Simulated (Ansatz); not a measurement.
Relaxation of Cu₂O₂⁻ with UKS PBE0-D4/def2-SVPD.

```sh
$ ansatz run in.yaml --threads 4 --pin off --events-out ev --progress --plain --max-ram 3916MiB
```

```yaml
crystal:
  periodic: [false, false, false]
  atoms:
    - {symbol: Cu, position_ang: [0.249840, -0.536890, 0.656740]}
    - {symbol: Cu, position_ang: [-0.601400, 1.595570, -1.777280]}
    - {symbol: O, position_ang: [1.017810, -1.150840, 2.014640]}
    - {symbol: O, position_ang: [-0.666240, 0.092160, -0.894110]}
basis:
  gaussian: {orbitals: def2-SVPD}
total_charge: -1
magnetization: {spin_polarized: true, initial_magnetization: 1}
hamiltonian: {xc: pbe0, dispersion: d4}
scf: {lower_state_search: "off"}
output: {orbitals: {seedname: orbitals}}
relax: {f_tol: 0.02, max_steps: 100}
```

Hardware: 4 threads of Intel Xeon on a shared host. Wall time 43 s.

Positions (Å) and forces (eV/Å) at steps 1, 2, 3, 4, 5, 6, 7 of 7:

```xyz
4
step=1 energy=-93341.9267 eV
Cu    0.250   -0.537    0.657   -1.222    1.345   -2.394
Cu   -0.601    1.596   -1.777    0.128   -0.211    0.295
O     1.018   -1.151    2.015    0.684   -0.658    1.279
O    -0.666    0.092   -0.894    0.411   -0.476    0.819
4
step=2 energy=-93342.0470 eV
Cu    0.233   -0.508    0.617   -0.804    0.865   -1.562
Cu   -0.558    1.582   -1.714    0.108   -0.106    0.203
O     1.018   -1.121    1.996    0.430   -0.395    0.792
O    -0.693    0.048   -0.899    0.267   -0.364    0.567
4
step=3 energy=-93342.1647 eV
Cu    0.184   -0.464    0.528    0.144    0.100    0.116
Cu   -0.446    1.553   -1.556    0.047   -0.283    0.240
O     1.023   -1.032    1.945    0.081   -0.037    0.125
O    -0.760   -0.057   -0.917   -0.271    0.221   -0.482
4
step=4 energy=-93342.2172 eV
Cu    0.157   -0.448    0.484    0.245    0.011    0.299
Cu   -0.370    1.524   -1.441    0.032   -0.285    0.223
O     1.037   -0.968    1.921   -0.043    0.067   -0.097
O    -0.824   -0.108   -0.963   -0.234    0.206   -0.426
4
step=5 energy=-93342.2673 eV
Cu    0.134   -0.416    0.434    0.017   -0.125    0.101
Cu   -0.275    1.468   -1.286   -0.057   -0.245    0.086
O     1.044   -0.887    1.878   -0.014    0.101   -0.082
O    -0.903   -0.165   -1.026    0.054    0.269   -0.105
4
step=6 energy=-93342.2734 eV
Cu    0.095   -0.464    0.417    0.089    0.073    0.065
Cu   -0.233    1.444   -1.219    0.037    0.095   -0.014
O     1.060   -0.820    1.855   -0.047   -0.038   -0.034
O    -0.922   -0.160   -1.053   -0.079   -0.129   -0.017
4
step=7 energy=-93342.2756 eV
Cu    0.108   -0.446    0.422    0.005    0.004    0.004
Cu   -0.242    1.448   -1.232   -0.001    0.000    0.000
O     1.054   -0.838    1.859   -0.007   -0.001   -0.009
O    -0.920   -0.164   -1.048    0.003   -0.003    0.005
```

The structure comes from a short search, and lower isomers may exist.
